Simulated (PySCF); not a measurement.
## A thermochemical cycle for KSi

CCSD(T) in PySCF with x2c-SVPall on every atom, spin-free X2C, for the lowest determinant that a PBE0 search found; no spin–orbit coupling. KSi, a quartet (σ ↑, π ↑↑), has De = 1.26 eV to neutral atoms, and KSi⁺, a triplet (σ ↑, π ↑), has De = 0.28 eV to K⁺ + Si.

At the same level the K atom ionises at 4.13 eV.

Q: What is the adiabatic ionisation energy of the molecule, and does ionisation strengthen or weaken the bond?

A: IE = IE(K) + De(neutral) − De(ion) = 4.13 + 1.26 − 0.28 = 5.11 eV. De changes by -0.98 eV, so ionisation weakens the bond.

Correlated steps freeze 10 core orbitals. Weak bonds: KSi⁺. Basis-set superposition, not corrected here, can be much of De in a small basis, most of all at correlated wavefunction levels. For an ion De counts to the pair picked by the measured ionisation energies or electron affinities, which need not be the lowest pair at this level. States were picked by a PBE0 search and need not be the measured ground states.
